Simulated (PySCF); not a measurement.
# Mayer bond orders and bond lengths

Species: C3H4NO2S (charge -1).
Atom-mapped SMILES: `[CH3:1][C@@H:2]([C:3]#[N:4])[S@:5](=[O:6])[O-:7]` (hydrogens: H8, H9, H10 on C1; H11 on C2)

Cartesian coordinates in Å at the GFN2-xTB level; atoms count from 1:
```xyz
11
C3H4NO2S angstrom
C     -1.0613   -0.1218   -0.7358
C      0.2160    0.4163   -0.1230
C      0.0469    1.5706    0.6500
N     -0.1125    2.4915    1.3297
S      0.9780   -1.0681    1.0767
O      2.4196   -0.7496    1.0138
O      0.6177   -2.2474    0.2514
H     -0.9116   -1.1805   -0.9521
H     -1.8895   -0.0248   -0.0338
H     -1.3262    0.3985   -1.6603
H      1.0283    0.5180   -0.8425
```

Bond orders from the PBE0/pcSseg-1 density (PySCF). The structure is a single GFN2-xTB conformer in the gas phase; no vibrational or solvent corrections. The pcSseg-1 basis has no diffuse functions, a weakness for an anion.

How far do the computed orders between heavy atoms stray from the drawn ones?

The largest departure is 0.536, at S5–O7 (drawn single, 1.536). Drawn single, order above 1.12: S5–O7 (1.536). Drawn single, order below 0.88: C2–S5 (0.605). Drawn double or triple, more than 0.30 short of the drawn order: S5–O6 (1.583). The SMILES, with its formal charges, is one Lewis structure only.

Set the Mayer orders of the bonds beside their lengths.

```json
{"bond": "C1–C2", "drawn as": "single", "length (Å)": "1.515", "Mayer order": "0.999"}
{"bond": "C2–C3", "drawn as": "single", "length (Å)": "1.399", "Mayer order": "1.028"}
{"bond": "C3–N4", "drawn as": "triple", "length (Å)": "1.156", "Mayer order": "3.035"}
{"bond": "C2–S5", "drawn as": "single", "length (Å)": "2.055", "Mayer order": "0.605"}
{"bond": "S5–O6", "drawn as": "double", "length (Å)": "1.478", "Mayer order": "1.583"}
{"bond": "S5–O7", "drawn as": "single", "length (Å)": "1.484", "Mayer order": "1.536"}
{"bond": "C1–H8", "drawn as": "single", "length (Å)": "1.091", "Mayer order": "0.940"}
{"bond": "C1–H9", "drawn as": "single", "length (Å)": "1.090", "Mayer order": "0.971"}
{"bond": "C1–H10", "drawn as": "single", "length (Å)": "1.093", "Mayer order": "0.965"}
{"bond": "C2–H11", "drawn as": "single", "length (Å)": "1.090", "Mayer order": "0.919"}
```

Bonds between the same two heavy elements. C–C: lowest C1–C2 (0.999, 1.515 Å), highest C2–C3 (1.028, 1.399 Å). O–S: lowest S5–O7 (1.536, 1.484 Å), highest S5–O6 (1.583, 1.478 Å).

Sum the orders of all bonds at each heavy atom with more than one neighbour and set the sums beside the valence in the SMILES.

C1 3.875 (drawn 4), C2 3.551 (drawn 4), C3 4.063 (drawn 4), S5 3.724 (drawn 4). Orders between atoms that aren't bonded are not in these sums.

The Mayer order sums products of elements of PS (density times overlap matrix) between the two atoms' basis functions, so it depends on the basis set.
